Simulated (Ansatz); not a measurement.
All numbers were calculated with Ansatz.

A structure relaxed at PBE0-D4/def2-TZVP, charge 0, multiplicity 1:

Cartesian coordinates in Å:
```
C -1.3041 -0.7532 -2.2991
C -0.7349 -0.7392 -1.2300
Al 0.1626 -0.7121 0.4586
C 0.7361 0.9978 1.1831
H -1.8054 -0.7679 -3.2406
H 0.3978 -2.0993 1.1849
H 1.4626 1.4720 0.5145
H -0.1089 1.6900 1.2577
H 1.1941 0.9119 2.1708
```

Question: Give its formula and SMILES.

Answer: C3H5Al, `C#[C][AlH][CH3]`.

Question: Point group (tolerance 0.08 Å, 0.16 Å for H)?

Answer: Cs.

Question: Summarise the bond lengths by kind.

Answer: 1 × C–C 1.211 Å; 4 × C–H 1.067 to 1.095 Å; 2 × Al–C 1.913 to 1.944 Å; 1 × Al–H 1.583 Å.
